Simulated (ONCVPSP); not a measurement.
# What one change does to a pseudopotential (terbium (Tb), ONCV)

- Element: terbium
- Generator: ONCVPSP 4.0.1
- Type: optimised norm-conserving Vanderbilt (ONCV)
- Functional: LDA (Perdew-Wang 92)
- Relativity: scalar-relativistic
- Frozen core: [Kr] 4d10 4f8
- Valence charge: 11
- Reference configuration: 5s2 5p6 5d1 6s2
- Partial waves: 5s+6s: rc 2.20 bohr, ncon 3, nbas 7, qcut 5.3 1/bohr, 2 projectors; 5p: rc 2.20 bohr, ncon 3, nbas 7, qcut 5.7 1/bohr, 2 projectors, debl 1.8 Ha; 5d: rc 2.20 bohr, ncon 4, nbas 8, qcut 3.9 1/bohr, 2 projectors, debl 3.4 Ha
- Local potential: polynomial inside 1.55 bohr (lpopt 4, dvloc0 6 Ha)
- Core correction: Teter function, fcfact 5.5, rcfact 1.05

All-electron outer shells of the reference configuration (LDA (PZ), scalar-relativistic, ld1.x):

```tsv
shell	level (eV)	outermost node (bohr)	outermost maximum (bohr)
5s	-51.40	0.64	1.16
5p	-27.99	0.69	1.33
4f	-9.17	–	0.55
6s	-4.34	1.57	3.28
5d	-2.59	0.77	1.97
```

Change: d: qcut 2.4.

Cutoffs: the cutoffs (Ha) at which the residual kinetic energy of the hardest occupied pseudo-wave falls to 1 and 0.1 mHa per electron; they do not see the model core or the augmentation charge, which bear on the density cutoff. Errors are all-electron minus pseudo energies relative to the spin-unpolarised reference configuration.

What does the change do?

The potential gets harder (8.9 Ha and 36 Ha → 39 Ha and 48 Ha); the errors of the 3 common tests hardly move; neither file shows a bound ghost.

| quantity | base | changed |
| --- | --- | --- |
| cutoff, loose | 8.9 Ha | 39 Ha |
| cutoff, tight | 36 Ha | 48 Ha |
| loose cutoff by channel | s 8.9 Ha, p 7.2 Ha, d 8.5 Ha | s 8.9 Ha, p 7.2 Ha, d 39 Ha |
| bound ghosts | none | none |
| GHOST(+) flags under 300 eV | none | none |
| tests counted as reliable (solved cleanly; for ONCVPSP, near-neutral configurations with less than one 5d electron left out) | 3 of 4 | 3 of 4 |
| error for 5s2 5p6 5d1 6s1, meV [ΔE 6.95 eV] | -0.9 | -0.9 |
| error for 5s2 5p6 5d1 6s0, meV [ΔE 19.49 eV] | +2.9 | +2.7 |
| error for 5s2 5p6 5d1 6s0 6p2, meV [ΔE 6.25 eV] | +0.6 | +0.6 |
| s: phases at 2.24 bohr within 0.05 rad from the reference energy up to (Ha; the scan ends near 5) | 4.0 | 4.0 |
| p: phases at 2.24 bohr within 0.05 rad from the reference energy up to (Ha; the scan ends near 5) | to the end of the scan | to the end of the scan |
| d: phases at 2.24 bohr within 0.05 rad from the reference energy up to (Ha; the scan ends near 5) | to the end of the scan | to the end of the scan |
| rms error of d²Exc/dni dnj with the model core, mHa | 2.97 | 2.97 |
